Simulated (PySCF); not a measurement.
## Excitation energy of Te by level of theory

Te [Kr] 4d10 5s2 5p4 (3P) → Te [Kr] 4d10 5s1 5p4 6s1 (5P), as a difference of total energies. Calculation: PySCF 2.14, in x2c-TZVPPall with one added diffuse shell each of s, p, d, f type (9s7p5d3f, 76 functions); scalar relativity by spin-free X2C-1e. Correlated levels: valence: [Kr] 4d10 frozen; valence and next inner shell: [Ar] 3d10 frozen. The calculations carry no spin-orbit coupling.

| method | excitation energy (eV) |
| --- | --- |
| UHF | 14.291 |
| LDA | 15.318 |
| PBE | 15.029 |
| PBE0 | 15.081 |
| r2SCAN | 15.020 |
| HSE06 | 15.116 |
| LC-wPBE | 15.458 |
| TPSSh | 15.110 |
| wB97M-V | 15.287 |
| MP2 (valence) | 14.384 |
| SCS-MP2 (valence) | 14.535 |
| MP2 (valence and next inner shell) | 14.804 |
| SCS-MP2 (valence and next inner shell) | 14.853 |

**Question.** How much does correlation contribute at MP2 (valence and next inner shell)?

**Answer.** 14.804 − (14.291) = 0.513 eV, measured against UHF.

A first-order spin-orbit estimate (lowest level to lowest level, LS coupling) adds -0.044 eV.

The upper state lies above the first ionisation limit, where it may autoionise and the basis confines it. A Rydberg-like electron needs more diffuse functions than a valence basis has.

The promoted electron is Rydberg-like, and one or two diffuse shells describe it only roughly, which tends to raise the upper state.
